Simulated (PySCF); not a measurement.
A structure optimised at PBE-D3(BJ)/def2-TZVP, used in a PySCF frequency run:

```
Y
O 1 1.8298
F 1 2.0332 2 112.03
```
Charge 0, spin multiplicity 1.

**Question.** Write its SMILES, formula and point group.

**Answer.** [O]=[Y][F], FOY, Cs

**Question.** What are its rotational constants (standard atomic weights)?

**Answer.** 17.868, 5.5109, 4.2119 GHz
